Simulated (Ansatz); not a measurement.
Isolated molecules relaxed with PBE0-D4/def2-TZVP in Ansatz; ΔE leaves out vibrations. CCSD(T)/CBS is the MP2 limit (def2-TZVPP, def2-QZVPP) plus CCSD(T) − MP2 in def2-TZVPP, frozen cores. This one scheme is used for every species. Functionals use def2-TZVPP. Each species was taken in one conformer, which may not be the lowest.

Reaction (substitution at a C–O bond): `C[SiH](S)CO` + H–F → `C[SiH](S)CF` + H₂O

`C[SiH](S)CO`:

Z-matrix (Å, degrees):
```
C
Si 1 1.864
H 1 1.094 2 110.4
H 1 1.092 2 110.7 3 -119.9
H 1 1.093 2 111.0 3 119.8
S 2 2.155 1 112.5 3 179.2
C 2 1.888 1 112.2 3 -60.8
H 2 1.486 1 111.8 3 64.2
H 6 1.345 2 94.7 1 55.5
O 7 1.415 2 112.2 1 -170.4
H 7 1.095 2 109.6 1 70.6
H 7 1.102 2 109.8 1 -45.8
H 10 0.965 7 107.6 2 41.4
```

H–F:

Cartesian coordinates in Å:
```
F -0.432 -0.019 0.156
H 0.432 0.019 -0.156
```

`C[SiH](S)CF`:

Z-matrix (Å, degrees):
```
C
Si 1 1.861
H 1 1.093 2 109.8
H 1 1.091 2 110.9 3 -120.2
H 1 1.093 2 111.0 3 119.4
S 2 2.143 1 113.2 3 -177.9
C 2 1.894 1 110.1 3 -56.8
H 2 1.485 1 111.7 3 65.1
H 6 1.344 2 94.6 1 53.8
F 7 1.395 2 110.0 1 53.0
H 7 1.096 2 111.3 1 -66.7
H 7 1.095 2 111.3 1 173.2
```

H₂O:

Z-matrix (Å, degrees):
```
O
H 1 0.960
H 1 0.960 2 105.1
```

Task: Is it downhill or uphill in electronic energy at CCSD(T)/CBS, and by how much? (Best estimate.)

Result: The calculation gave: Uphill: ΔE = +3.3 kJ/mol.

Task: What do these levels give: PBE-D4, r2SCAN-D4, PBE0-D4, B2PLYP, PBE0, HF/def2-TZVPP, MP2/def2-TZVPP, CCSD/def2-TZVPP, CCSD(T)/def2-TZVPP, MP2/def2-QZVPP, HF/CBS(def2), MP2/CBS(def2)? (An estimate is asked.)

Result: Ansatz gave: PBE-D4 4.1, r2SCAN-D4 -0.2, PBE0-D4 4.6, B2PLYP -1.5, PBE0 2.2, HF/def2-TZVPP -12.1, MP2/def2-TZVPP 8.5, CCSD/def2-TZVPP 1.7, CCSD(T)/def2-TZVPP 4.0, MP2/def2-QZVPP 7.9, HF/CBS(def2) -12.7, MP2/CBS(def2) 7.8 kJ/mol.

Largest T1 diagnostic among the species: 0.011.

In def2-TZVPP, CCSD(T) changes the Hartree–Fock value by +16.1 kJ/mol (the triples alone add +2.3 kJ/mol) and MP2 by +20.6 kJ/mol. The D4 term adds +4.5 kJ/mol with B3LYP and +2.4 kJ/mol with PBE0; it sums over pairs of atoms, weighted by their polarisabilities, and B3LYP, whose exchange is more repulsive, gets the larger term.

B3LYP here is the variant with VWN-RPA as its local correlation; programs differ in this.
